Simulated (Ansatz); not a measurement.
C$_{4}$H$_{8}$BF, SMILES `C[C@@H](F)[C@@H]1BC1` at its PBE0-D4/def2-TZVP geometry, where that method's forces vanish. Charge 0, multiplicity 1.

```xyz
14

C     0.7972   -1.6412   -0.4773
C    -0.4218   -0.7668   -0.3122
F    -1.4692   -1.5664    0.1442
C    -0.2143    0.3782    0.6367
B    -1.1102    1.6139    0.6677
C     0.2855    1.7209    0.0707
H     1.6318   -1.0505   -0.8605
H     1.0863   -2.0656    0.4867
H     0.5964   -2.4571   -1.1738
H    -0.7367   -0.3778   -1.2888
H     0.2319    0.0755    1.5843
H    -2.1444    2.1135    0.9513
H     0.3750    1.7884   -1.0126
H     1.0926    2.2351    0.5837
```

(1) What forces (eV/Å) does PBE-D4/def2-TZVPP give on these atoms in the Gaussian-basis code of Ansatz? (Estimate.)

## Answers

(1) Ansatz gave: 
```
C1   0.056 -0.024 -0.023
C2   0.276  0.179 -0.102
F3  -0.548 -0.414  0.224
C4  -0.053 -0.008  0.045
B5  -0.084  0.059  0.034
C6   0.010  0.114 -0.003
H7   0.179  0.101 -0.079
H8   0.066 -0.083  0.192
H9  -0.027 -0.163 -0.143
H10 -0.055  0.112 -0.231
H11  0.090 -0.086  0.196
H12 -0.123  0.057  0.033
H13  0.035  0.027 -0.225
H14  0.176  0.128  0.083
```
